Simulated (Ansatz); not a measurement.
`C#[C][Al]([CH3])[C]#C` + `CB(C)F` → `C#[C][Al]([CH3])[CH3]` + `C#CB(C)F`  (redistribution)

Gas-phase electronic energies from Ansatz, PBE0-D4/def2-TZVP geometries. CCSD(T)/CBS is the MP2 limit (def2-TZVPP, def2-QZVPP) plus CCSD(T) − MP2 in def2-TZVPP, frozen cores. DFT in def2-TZVPP. B3LYP here is the variant with VWN-RPA as its local correlation; programs differ in this.

```csv
level,ΔE (eV)
B3LYP-D4,0.24
PBE-QIDH,0.28
BHLYP,0.29
CCSD(T)/def2-TZVPP,0.29
```

What does CCSD(T)/CBS give? (Best estimate.)

The calculation gave: +0.29 eV. The listed levels differ from it by -0.05, -0.01, 0.00, 0.00 eV.

Largest T1 diagnostic among the species: 0.013.

From PBE to PBE0 (25 % exact exchange), in def2-TZVPP and without D4, ΔE moves by +0.04 eV. Leaving LDA and LC-ωPBE aside and taking each functional with its dispersion term where it has one, the values, not all of them listed here, spread over 0.09 eV, from PBE-D4 to BHLYP-D4.
